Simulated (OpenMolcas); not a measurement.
A calculation on Kr4+.

| Item | Value |
| --- | --- |
| Program | OpenMolcas |
| Method | SS-CASPT2, IPEA 0.25 Eh, imaginary shift 0.1 Eh (closed shells correlated: 3d) |
| Basis | ANO-RCC-VQZP [7s6p4d2f1g] |
| Scalar Hamiltonian | DKH2, point nucleus |
| Active space | 4 electrons in 4 orbitals (4s 4p) |
| State averaging | 2S+1 = 3 even, 6 roots; 2S+1 = 1 even, 11 roots; 2S+1 = 5 odd, 1 root; 2S+1 = 3 odd, 9 roots; 2S+1 = 1 odd, 8 roots |
| Spin-orbit coupling | RASSI with atomic mean-field integrals over the reference wave functions, term energies averaged over their components |

Which level of the active space comes out lowest?

4s2 4p2 3P0, with 97 % of that term; it is also the measured ground level.

How high does 4s2 4p2 3P1 lie?

3320 cm-1 above the lowest level; measured 3743 cm-1 above the ground level, so the calculation is off by -11 %.

How high does 4s2 4p2 3P2 lie?

6860 cm-1 above the lowest level; measured 7595 cm-1 above the ground level, so the calculation is off by -10 %.

How high does 4s 4p3 3P* 1 lie?

146830 cm-1 above the lowest level; measured 148287 cm-1 above the ground level, so the calculation is off by -1 %.

The level at 18760 cm-1 has J = 2. What is it made of, and what is its g factor?

92 % 4s2 4p2 1D2, 8 % 4s2 4p2 3P; g = 1.038, against 1.000 from Landé's formula for the pure leading term.

Measured values: Saloman, J. Phys. Chem. Ref. Data 36, 215 (2007).

Over all roots computed the reference weight is 0.87 to 0.98; the roots of lowest weight are the least certain, and an intruder state may touch them. Terms of s pⁿ other than that of highest spin mix with s² pⁿ⁻² d, which this space lacks; all of them can be thousands of cm-1 off, and some have no real level of that name. Computed and measured levels are paired by configuration, term and J; levels that our copy of the source lacks, or whose pairing is in doubt (as where it misses far off the trend of its configuration), stay unpaired and out of the deviations. Only configurations of the active space appear.

* marks odd parity.
